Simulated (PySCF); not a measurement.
A run for PySCF: R-B3LYP/LANL2DZ on CH3ClN2 (a complex), monomers drawn apart or pushed together.

```python
from pyscf import gto, scf, dft, mp
from pyscf.data.elements import chemcore

mol = gto.M(
    atom='''
    N     0.21845922   -0.37646004   -0.16395709
    N     1.10229885    0.08335934   -0.60762064
    C    -0.89058697   -0.68823579    2.73237294
    Cl    0.49512876    0.43348288    2.94125057
    H    -0.50348007   -1.65502837    2.42609296
    H    -1.41036037   -0.76639853    3.68236671
    H    -1.54528089   -0.28289700    1.96753229
    ''',
    basis='lanl2dz',
    ecp={'Cl': 'lanl2dz'},
    charge=0, spin=0, verbose=3, max_memory=1800)
mf = dft.RKS(mol, xc='b3lyp')
mf.conv_tol = 1e-8
mf.max_cycle = 100
mf.kernel()
if not mf.converged:
    mf = mf.newton().run(mf.mo_coeff, mf.mo_occ)
```

Program output:

```
converged SCF energy = -164.323744909618
```

The calculation finished and met its thresholds.

Cost: roughly 3.0 core-seconds.
